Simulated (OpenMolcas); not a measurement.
Cu⁺: thermal populations, worked from levels

* Program: OpenMolcas
* Basis: ANO-RCC-VQZP [7s6p4d3f2g1h]
* Scalar Hamiltonian: DKH2, point nucleus
* Active space: 10 electrons in 11 orbitals (3d 4s 4d)
* State averaging: 2S+1 = 1 even, 6 roots; 2S+1 = 3 even, 5 roots kept (CI in the orbitals of an earlier block)
* Spin-orbit coupling: state interaction with AMFI integrals over the reference wave functions, term energies averaged over their components

Methods: CASSCF; SS-CASPT2, IPEA 0.25 Eh, imaginary shift 0.1 Eh (closed shells correlated: 3s 3p). Measured levels: NIST Handbook of Basic Atomic Spectroscopic Data.

**Thermal populations.** Z = Σ (2J + 1) exp(-E/kT) with k = 0.695035 cm-1/K, over the levels below. No other level of either list lies under 61300 cm-1, which is above 7 kT at each temperature.

| Level | 2J + 1 | SS-CASPT2 | measured |
| --- | --- | --- | --- |
| 3d¹⁰ ¹S₀ | 1 | 0.0 | 0.0 |
| 3d⁹ 4s ³D₃ | 7 | 20168 | 21929 |
| 3d⁹ 4s ³D₂ | 5 | 21063 | 22847 |
| 3d⁹ 4s ³D₁ | 3 | 22269 | 23998 |
| 3d⁹ 4s ¹D₂ | 5 | 24251 | 26265 |

```csv
T (K),"Z, SS-CASPT2","Z, measured levels","Ground level (%), SS-CASPT2","Ground level (%), measured levels"
8000,1.418,1.302,70.5,76.8
12000,2.505,2.211,39.9,45.2
```

At 12000 K, kT = 8340 cm-1, and the computed levels give Z = 1.000 + 0.624 + 0.400 + 0.208 + 0.273 = 2.505.

Terms from blocks run as CI alone lack orbitals of their own. Active for correlation alone: 4d; no level in the range computed is led by a configuration that fills it, so any true level of that kind is missing. Without dynamic correlation excited terms often stand tens of per cent too high (terms of higher spin than the ground term too low), and those without a measured partner can miss by more than the paired ones (holds for CASSCF). Measured partners are found by configuration, term and J. A level has none where our copy of the source lacks it or the pairing is in doubt (some pairs that miss far off the trend of their configuration count as doubtful), and it then counts in no deviation. Only configurations of the active space appear.
